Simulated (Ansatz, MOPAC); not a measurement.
Species: BeHSBr (charge 0, singlet). SMILES: [Be]([Br])[SH]

Atoms: Be1, Br2, S3, H4. Bonds: Be1-Br2, Be1-S3, S3-H4.

Bond lengths (Å) and angles (degrees) optimised at MNDO with MOPAC; HF/STO-3G with Ansatz (a program for electronic structure); B3LYP/6-31G* with LANL2DZ past Ar with Ansatz, each started from the B3LYP-D3(BJ)/def2-TZVP structure (Ansatz) of the last column. A row stands for all coordinates that are equal there. 6-31G* holds six Cartesian d functions. No wavenumbers were computed at MNDO, HF/STO-3G, so these may be saddle points.

| coordinate | MNDO | HF/STO-3G | B3LYP/6-31G* with LANL2DZ past Ar | B3LYP-D3(BJ)/def2-TZVP |
|---|---|---|---|---|
| Be1-Br2 | 2.017 | 1.889 | 1.971 | 1.961 |
| Be1-S3 | 1.850 | 1.835 | 1.901 | 1.900 |
| S3-H4 | 1.300 | 1.332 | 1.354 | 1.347 |
| Br2-Be1-S3 | 178.2 | 178.6 | 179.2 | 179.0 |
| Be1-S3-H4 | 105.0 | 95.0 | 93.4 | 92.2 |

Mean signed difference of all 3 bond lengths from B3LYP-D3(BJ)/def2-TZVP: MNDO -0.014 Å, HF/STO-3G -0.051 Å, B3LYP/6-31G* with LANL2DZ past Ar 0.006 Å.
